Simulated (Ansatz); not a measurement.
Hf2Cl8, relaxed as a singlet with RKS r2SCAN-D4/def2-SVP in Ansatz, starting from the GFN1-xTB geometry. Force threshold 0.03 eV/Å.

In the def2 sets Hf takes a core potential; there is no spin–orbit coupling.

Start:

```
atom   x (Å)   y (Å)   z (Å)
 Hf1  -0.056   1.705   0.273
 Cl2   1.725   2.358   1.586
 Cl3   0.350   2.901  -1.657
 Cl4  -1.822   2.839   1.212
 Cl5  -1.541  -0.040  -1.077
 Hf6  -0.047  -1.933  -0.269
 Cl7  -0.702  -3.216  -2.068
 Cl8   0.735  -3.676   1.020
 Cl9   1.719  -0.434  -0.801
Cl10  -0.360  -0.505   1.781
```

```tsv
step	energy (eV)	largest force component (eV/Å)	SCF passes
1	-102777.0312	0.750	17
2 (rejected)	-102777.0114	0.717	25
3	-102777.1404	0.231	26
4	-102777.1536	0.358	26
5	-102777.1685	0.122	26
6	-102777.1736	0.050	20
7	-102777.1802	0.069	26
8	-102777.1988	0.078	26
9	-102777.2185	0.047	25
10	-102777.2308	0.146	26
11	-102777.2424	0.241	25
12	-102777.2654	0.225	26
13	-102777.2838	0.276	26
14	-102777.3065	0.335	25
15	-102777.3248	0.232	26
16	-102777.3448	0.049	25
17	-102777.3469	0.007	20
18	-102777.3472	0.024	20
```

Force components are those of the run's own axes.

End:

```xyz
10

Hf   -0.3265    2.0113    0.2751
Cl    1.5932    2.6321    1.4406
Cl   -0.4619    3.7342   -1.2939
Cl   -2.2897    2.4096    1.4735
Cl   -0.1254    0.3335   -1.5766
Hf    0.2868   -2.0157   -0.2782
Cl   -1.3523   -2.9338   -1.6638
Cl    0.4860   -3.7232    1.2998
Cl    2.4166   -2.0658   -1.2256
Cl   -0.2269   -0.3823    1.5490
```

Bonds lost: Hf1–Cl9 (atoms count from 1).

The force fell under the threshold at step 17, but the optimiser went on. No frequencies were taken in this run, so the end may be a saddle point.

Hardware: 4 threads of Intel Xeon on a shared host. Wall time 3.6 min.
